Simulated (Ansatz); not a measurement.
Coupled-cluster run, `[F][In][O][SiH3]` radical.

```yaml
crystal:
  periodic: [false, false, false]
  atoms:
    - {symbol: F, position_ang: [-0.133452, -2.447460, 1.820639]}
    - {symbol: In, position_ang: [-0.761155, -2.248398, -0.028194]}
    - {symbol: O, position_ang: [-0.475383, -0.461699, -0.849137]}
    - {symbol: Si, position_ang: [0.186765, 0.948724, -0.346218]}
    - {symbol: H, position_ang: [0.075902, 1.937041, -1.452696]}
    - {symbol: H, position_ang: [-0.518157, 1.488808, 0.850495]}
    - {symbol: H, position_ang: [1.625490, 0.782984, 0.005130]}
basis:
  gaussian: {orbitals: def2-TZVPP}
magnetization: {spin_polarized: true, initial_magnetization: 1}
correlation: {method: ccsd_t}
scf: {omitted_lower_state_checks: [cluster_reference]}
output: {orbitals: {seedname: orbitals}}
```

```sh
$ ansatz run in.yaml --threads 4 --pin off --events-out ev --progress --plain
```

The program prints (abridged):

```
Functional definition: HF
1362 factors; integrals over basis functions are off by at most 7.6e-4 eV
mean field evaluation 1: about -17800.2749 eV, gradient 3.8e1 eV
mean field evaluation 2: about -17800.2825 eV, gradient 3.8e1 eV
mean field evaluation 4: about -17805.9324 eV, gradient 2.9e0 eV
mean field evaluation 8: about -17806.0741 eV, gradient 2.7e-1 eV
mean field evaluation 16: about -17803.0379 eV, gradient 1.2e0 eV
mean field -17806.07586941 eV, -654.3612188090 hartree, gradient 5.3e-6 eV, S^2 0.755499; 2 other end points of the search recorded, 0 dependent functions left out
11 core orbitals not correlated: weight in the atoms' cores, before any rotation towards them, 1.000 or more for the frozen orbitals, at most 0.000 for the correlated occupied ones
reference -17806.07586941 eV, -654.3612188090 hartree; 17, 16 occupied and 168, 169 virtual orbitals, 1362 factors
second order -23.78187472 eV of doubles, -0.00000000 eV of singles
cycle   1  -23.32296552 eV  change    4.6e-1 eV  update   1.4e-1
cycle   2  -23.93560884 eV  change   -6.1e-1 eV  update   4.7e-2
cycle   3  -24.11853991 eV  change   -1.8e-1 eV  update   2.8e-2
cycle   4  -24.11622849 eV  change    2.3e-3 eV  update   9.6e-3
cycle   5  -24.10781390 eV  change    8.4e-3 eV  update   5.0e-3
cycle   6  -24.10963489 eV  change   -1.8e-3 eV  update   2.0e-3
cycle   7  -24.11032631 eV  change   -6.9e-4 eV  update   9.1e-4
cycle   8  -24.11026703 eV  change    5.9e-5 eV  update   3.9e-4
cycle   9  -24.11041108 eV  change   -1.4e-4 eV  update   2.1e-4
cycle  10  -24.11044744 eV  change   -3.6e-5 eV  update   9.0e-5
cycle  11  -24.11036705 eV  change    8.0e-5 eV  update   4.6e-5
cycle  12  -24.11040798 eV  change   -4.1e-5 eV  update   2.4e-5
cycle  13  -24.11040213 eV  change    5.8e-6 eV  update   1.1e-5
perturbative correction -0.78484053 eV, -0.0288423576 hartree
Total energy: -17830.97111207 eV, -655.2761021023 hartree
Checks for a lower state left out: cluster_reference
```

Hardware: 4 threads of a server CPU on a shared host. Wall time 6.7 min, peak host memory 6.8 GiB.

The correlation energy is -24.895 eV, 3.2 % of it from (T); the T1 diagnostic reads 0.0189.
